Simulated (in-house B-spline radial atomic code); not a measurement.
## Ionising Cs+ with different functionals

Computed with a radial B-spline atomic code at the basis-set limit: four-component Dirac-Coulomb Hamiltonian, Fermi nucleus of rms radius 4.8041 fm, spin-restricted, spherical fractional occupations for the functionals, and exact exchange of hybrids averaged over the configuration. The ionisation energy is the difference of two self-consistent energies, [Kr] 4d10 5s2 5p6 → [Kr] 4d10 5s2 5p5, without Breit or QED terms; ε is the level of the shell that loses the electron (mean over j). The electron is taken from both j subshells in proportion to 2j + 1, so the result is a j average, not the step between ground levels.

```tsv
method	rung	ΔSCF (eV)	-ε(5p) (eV)
HSE06	range-separated hybrid	23.71	19.74
wB97X	range-separated hybrid	?	?
LC-wPBE	range-separated hybrid	?	?
CAM-B3LYP	range-separated hybrid	23.70	21.55
```

(1) What does LC-wPBE give?

(2) What does wB97X give?

(3) Among the functionals, which spreads more, the ΔSCF values or the orbital energies?

(4) How do they compare with the NIST value?

## Answers

(1) ΔSCF 23.77 eV, and -ε(5p) = 23.04 eV.

(2) ΔSCF 23.54 eV, and -ε(5p) = 22.53 eV.

(3) The orbital energies: ΔSCF values span about 0.23 eV and the orbital energies 3.30 eV; here energy differences depend much less on the functional than eigenvalues do.

(4) NIST lists 23.157 eV (measured, ground level to ground level). Errors run from +0.39 to +0.61 eV; wB97X is closest (+0.39 eV), but part of that can be cancellation, since the calculations leave out Breit-QED terms, spin polarisation, the choice among j levels, multiplet and fine-structure energies.
